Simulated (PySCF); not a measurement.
C8H9B, SMILES Bc1cccc(C=C)c1 (GFN2-xTB optimised geometry):

```
18

B      2.897    -0.776     0.005
C      1.353    -0.784     0.002
C      0.625    -1.983     0.000
C     -0.758    -1.983     0.000
C     -1.457    -0.790     0.000
C     -0.778     0.430     0.000
C     -1.461     1.720    -0.002
C     -2.771     1.926    -0.047
C      0.615     0.405     0.002
H      3.489    -1.784     0.004
H      3.480     0.239     0.009
H      1.159    -2.922     0.000
H     -1.298    -2.919     0.001
H     -2.536    -0.808     0.002
H     -0.798     2.576     0.035
H     -3.181     2.922    -0.045
H     -3.489     1.125    -0.090
H      1.151     1.345     0.003
```

Method: CAM-B3LYP/def2-SVP in PySCF.

Problem. What are the frontier orbital energies and the dipole moment?

Solution. HOMO-2 -10.22 eV, HOMO-1 -8.85 eV, HOMO -7.87 eV, LUMO -0.91 eV, LUMO+1 0.25 eV; dipole moment 1.45 D.

Meta-Löwdin charges at CAM-B3LYP/def2-SVP: B1 0.00, C2 -0.09, C3 -0.06, C4 -0.11, C5 -0.08, C6 0.00, C7 -0.09, C8 -0.22, C9 -0.07, H10 0.00, H11 0.00, H12 0.10, H13 0.10, H14 0.11, H15 0.10, H16 0.11, H17 0.10, H18 0.10.
